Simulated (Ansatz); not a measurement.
Reaction (atomization): `[NH2][SnH2][OH]` → 5 H• + N• + O• + Sn•

Calculated with Ansatz (gas phase, PBE0-D4/def2-TZVP geometries, no zero-point term in ΔE). CBS: MP2 limit from def2 TZ/QZ plus the TZ coupled-cluster correction, frozen cores. This one scheme is used for every species, atoms too. Functionals use def2-TZVPP. HSE06 is defined as in plane-wave codes. Open shells (•) are unrestricted, without spin–orbit coupling. Spin–orbit coupling would lower the free atoms: a little for O; strongly for Sn. Elements past krypton have def2 core potentials. Bonds to Sn are less sure, by a few kJ/mol each and by 10 to 20 or more in all where they break to atoms, as the def2 sets lack core-valence functions. Each species was taken in one conformer, which may not be the lowest.

(1) What is ΔE at CCSD(T)/CBS? (Best estimate.)

(2) What do these levels give: r2SCAN-D4, HSE06-D4, HSE06, BHLYP, CCSD(T)/def2-TZVPP, HF/CBS(def2)? (Best estimate.)

Largest T1 diagnostic among the species: 0.013.

Results:

(1) Ansatz gave: +571.8 kcal/mol.

(2) The calculation gave: r2SCAN-D4 560.2, HSE06-D4 555.3, HSE06 553.1, BHLYP 537.4, CCSD(T)/def2-TZVPP 550.6, HF/CBS(def2) 367.6 kcal/mol.

From PBE to PBE0 (25 % exact exchange), in def2-TZVPP and without D4, ΔE moves by −14.7 kcal/mol: exact exchange takes away binding that semilocal exchange gives to molecules. At CCSD(T), def2-SVP lies −60.4 kcal/mol from the extrapolated value and def2-TZVPP −21.2 kcal/mol: correlation converges slowly with the basis, and small sets miss more of it in the bonded molecule than in its fragments.

For atomizations the MP2-based limit and the directly extrapolated one differ by several kJ/mol either way, and by 10 to 25 for some Ge, Se and Sn compounds, so smaller differences from it don't rank the levels.
